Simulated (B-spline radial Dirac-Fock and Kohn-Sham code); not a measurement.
Z = 69 (thulium), transition energy 25.8 keV. Calculated with a B-spline atomic structure program, using a Dirac-Hartree-Slater potential of the neutral atom with a Latter tail (no hole, which puts coefficients of high multipoles low close above an edge), finite nucleus with surface currents. The K shell is not open to conversion at this energy. Subshells that would emit electrons below 1 keV are left out.

Problem. A pure transition shows α(L) = 1130, L1/L2 = 0.0116 and L1/L3 = 0.00909. What is its multipolarity?
A. E2
B. M4
C. E1
D. E3
E. M1
F. M3
G. M2
H. E4

Solution. A. For comparison, α(L), L1/L2, L1/L3 are E1 1.96, 1.24, 0.864; E3 120000, 0.0161, 0.0129; E4 5.17e+06, 0.0141, 0.0112; M1 21.3, 10.4, 67.4; M2 2470, 15.1, 1.92; M3 307000, 14.5, 0.184; M4 1.95e+07, 12.4, 0.0562.
